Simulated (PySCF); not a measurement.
C₃H₉Sb (SMILES [CH3][Sb]([CH3])[CH3]), singlet, at a GFN2-xTB geometry (all electrons, no relativity). Base run: PBE0/STO-3G (PySCF).

Input for PySCF:
```python
from pyscf import gto, scf, dft

mol = gto.M(
    atom='''
Sb   -0.00673821    0.00740301    0.43142423
C     0.19254380   -1.82326529   -0.71473966
H     1.11761127   -2.32368584   -0.45225624
H     0.19814442   -1.59192199   -1.77443677
H    -0.63697105   -2.48620389   -0.49681510
C     1.48921748    1.04940145   -0.74378095
H     2.47603995    0.67127683   -0.50237513
H     1.45823690    2.11023739   -0.52301994
H     1.29510059    0.89708791   -1.80001401
C    -1.64668376    0.73532555   -0.78736976
H    -2.55198411    0.18722995   -0.55265593
H    -1.40872327    0.60197337   -1.83717977
H    -1.81427087    1.78768245   -0.58854042
''',
    basis='sto-3g',
    verbose=4,
)

mf = dft.RKS(mol)
mf.xc = 'pbe0'
mf.kernel()
mo_i, mo_e, stable_i, stable_e = mf.stability(internal=True, external=True, return_status=True, nroots=6, tol=1e-6)
print('internally stable:', stable_i, ' externally stable:', stable_e)
if not stable_e:
    umf = mf.to_uhf() if not hasattr(mf, 'xc') else mf.to_uks()
    umf.scf_summary = {}
    umf.kernel(umf.make_rdm1(mo_e, umf.mo_occ))
mf.analyze()
```

The bond that is stretched is that between atoms 13 and 10. A test that says stable can miss a lower solution.

Variants of this job, named by their change:

```json
[
 {"change": "base", "ΔE vs base (kcal/mol)": "0.000", "<S^2>": "0.000", "E after following the instability (Eh)": "-", "<S^2> there": "-", "HOMO-LUMO gap (eV)": "8.82", "stability test says": "stable"},
 {"change": "bond × 1.25", "ΔE vs base (kcal/mol)": "21.99", "<S^2>": "0.000", "E after following the instability (Eh)": "-", "<S^2> there": "-", "HOMO-LUMO gap (eV)": "8.73", "stability test says": "stable"},
 {"change": "bond × 1.5", "ΔE vs base (kcal/mol)": "63.2", "<S^2>": "0.000", "E after following the instability (Eh)": "-", "<S^2> there": "-", "HOMO-LUMO gap (eV)": "7.81", "stability test says": "stable"},
 {"change": "bond × 1.8", "ΔE vs base (kcal/mol)": "111.9", "<S^2>": "0.000", "E after following the instability (Eh)": "-6371.19206", "<S^2> there": "0.00", "HOMO-LUMO gap (eV)": "5.56", "stability test says": "external instability"},
 {"change": "bond × 2.2", "ΔE vs base (kcal/mol)": "161.4", "<S^2>": "0.000", "E after following the instability (Eh)": "-6371.11318", "<S^2> there": "0.00", "HOMO-LUMO gap (eV)": "3.83", "stability test says": "external instability"},
 {"change": "bond × 3.0", "ΔE vs base (kcal/mol)": "209.7", "<S^2>": "0.000", "E after following the instability (Eh)": "-6371.03624", "<S^2> there": "0.00", "HOMO-LUMO gap (eV)": "1.71", "stability test says": "external instability"}
]
```

Where a bond breaks into two radicals, a solution with restricted orbitals usually stops being the lowest and lies too high; an unrestricted one lies lower at the price of spin contamination, which <S^2> shows.
